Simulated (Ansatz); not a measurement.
Basis-set extrapolation for C2H7AlSi (`[CH2]1[AlH][CH2][SiH2]1`) (PBE0-D4/def2-TZVP geometry, frozen core, Ansatz). Multiplicity 1, RHF reference.

```tsv
	def2-TZVPP	def2-QZVPP
HF	-610.697125	-610.716774
MP2 correlation	-0.549507	-0.585898
CCSD(T) correlation	-0.621801	not run
```

Energies in hartree. Use E(X) = E(∞) + A·exp(−7.88·√X) for Hartree–Fock and E(X) = E(∞) + B·X^(−2.97) for correlation, with X = 3 and 4, and add CCSD(T) minus MP2 of the smaller set to the MP2 limit.

Q: What is the CCSD(T) energy at the basis-set limit?

A: HF limit: -610.716774 + (-0.019649) × 0.13774 = -610.71948. MP2 limit: -0.585898 + (-0.036391) × 0.74074 = -0.61285. Higher-order term: -0.621801 − (-0.549507) = -0.07229. Total: -611.40462 hartree, 2.33 eV below CCSD(T)/def2-TZVPP.
